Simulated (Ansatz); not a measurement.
```yaml
crystal:
  periodic: [false, false, false]
  atoms:
    - {symbol: C, position_ang: [-0.815545, 1.899069, 0.492536]}
    - {symbol: Si, position_ang: [-0.561366, 0.232778, -0.299283]}
    - {symbol: S, position_ang: [1.541790, -0.208794, -0.237165]}
    - {symbol: Si, position_ang: [1.406298, -2.306184, -0.555383]}
    - {symbol: H, position_ang: [-0.489393, 1.886204, 1.534292]}
    - {symbol: H, position_ang: [-1.873534, 2.171986, 0.463747]}
    - {symbol: H, position_ang: [-0.249475, 2.668226, -0.037156]}
    - {symbol: H, position_ang: [-1.024520, 0.236660, -1.711135]}
    - {symbol: H, position_ang: [-1.292304, -0.838225, 0.430084]}
    - {symbol: H, position_ang: [2.800580, -2.825879, -0.584766]}
    - {symbol: H, position_ang: [0.622871, -2.972743, 0.524731]}
basis:
  gaussian: {orbitals: cc-pVTZ-DK, fitting: {mean_field: def2-universal-jkfit}, final_grid: {core_spheres: 5, valence_spheres: 4, degree: 11}}
magnetization: {spin_polarized: true, initial_magnetization: 1}
hamiltonian: {xc: {name: wB97X-D}, pseudopotentials: {relativity: none}}
scf: {lower_state_search: light}
output: {forces: true}
```

```sh
$ ansatz run in.yaml --threads 2 --pin off --events-out ev --progress --plain --max-ram 32768MiB --backend cpu
```

Output, abridged:

```
Error: YAML parse error: error: line 18 column 19: hamiltonian.xc: no functional is named "wB97X-D"; the names, which are not case-sensitive, are SVWN5, SPW92, PBE, PBE0, PBEsol, revPBE, revPBE0, RPBE, rPW86-PBE, HSE06, wPBEh, LC-wPBE, HISS, HF, BLYP, B3LYP, B3LYP5, BHLYP, CAM-B3LYP, r2SCAN, r2SCANh, r2SCAN0, r2SCAN50, m-r2SCAN, B97, wB97, wB97X, wB97X-V, B97M-V, wB97M-V, B2PLYP, B2GP-PLYP, PBE0-DH, PBE-QIDH
16 |   gaussian: {orbitals: cc-pVTZ-DK, fitting: {mean_field: def2-universal-jkfit}, fin…
17 | magnetization: {spin_polarized: true, initial_magnetization: 1}
18 | hamiltonian: {xc: {name: wB97X-D}, pseudopotentials: {relativity: none}}
19 | scf: {lower_state_search: light}
20 | output: {forces: true}
```

Problem. Something in this input is off. What?

Solution. The method's name isn't one that the program takes here. The input was rejected before any iteration.

HSE06 is defined as in plane-wave codes.
